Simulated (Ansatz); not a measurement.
SinHm: PBE0-D4/def2-SVP single points in Ansatz on relaxed structures, gas phase. Each cluster is the lowest isomer that a short search found in that spin, judged at the geometry's level, and lower ones may exist. HOMO and LUMO are taken over both spins. Binding counts from free atoms in the multiplicity of their measured ground term, without zero-point energy. Singlets are spin-restricted. The structures are stationary points that may keep the symmetry of their start. Remarks come from the PBE and PBE0 runs and from stability tests at other levels; not every state was tested.

```
species  atoms    state            geometry  HOMO (eV)  LUMO (eV)  gap (eV)  binding per atom (eV)  point group (within 0.1 Å)                        remarks
  Si2H4      6  singlet    PBE-D4/def2-TZVP      -6.16      -2.20      3.96                   2.63                         C2h  restricted SCF unstable in HF
  Si3H4      7  singlet   PBE0-D4/def2-TZVP      -6.20      -1.73      4.47                   2.72                         C2v                              –
  Si5H2      7  singlet   B3LYP-D4/def2-SVP      -6.50      -2.49      4.01                   3.16                         D3h  restricted SCF unstable in HF
  Si3H5      8  doublet   PBE0-D4/def2-TZVP      -6.14      -3.48      2.66                   2.75                          Cs                              –
  Si4H6     10  singlet     PBE-D4/def2-SVP      -6.14      -2.01      4.13                   2.93                         C2v  restricted SCF unstable in HF
  Si4H8     12  singlet  r2SCAN-D4/def2-SVP      -7.50      -1.00      6.50                   2.97                         D2d                              –
  Si8H6     14  singlet     PBE-D4/def2-SVP      -6.12      -3.27      2.85                   3.10                           –  restricted SCF unstable in HF
 Si9H15     24  doublet  r2SCAN-D4/def2-SVP      -6.18      -2.85      3.33                   3.07                           –                              –
```

The gap (eV) runs from 2.66 (Si3H5) to 6.50 (Si4H8). The binding per atom (eV) runs from 2.63 (Si2H4) to 3.16 (Si5H2).
